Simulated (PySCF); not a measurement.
# Excitation energy of Ca by level of theory

Ca [Ar] 4s2 (1S) → Ca [Ar] 4s1 4p1 (3P), as a difference of total energies. All numbers are calculated (PySCF 2.14, scalar relativity by spin-free X2C-1e, in aug-cc-pwCVTZ-X2C). Correlated levels: nothing frozen. The calculations carry no spin-orbit coupling.

```tsv
method	excitation energy (eV)	error (eV)
UHF	1.026	-0.866
MP2 (all electrons)	1.828	-0.064
SCS-MP2 (all electrons)	1.907	+0.015
CCSD (all electrons)	1.825	-0.067
CCSD(T) (all electrons)	1.888	-0.004
```

Reference: 1.892 eV (measured; NIST levels, between the centres of gravity of the two terms).

Errors of the correlated levels include the incompleteness of this basis.
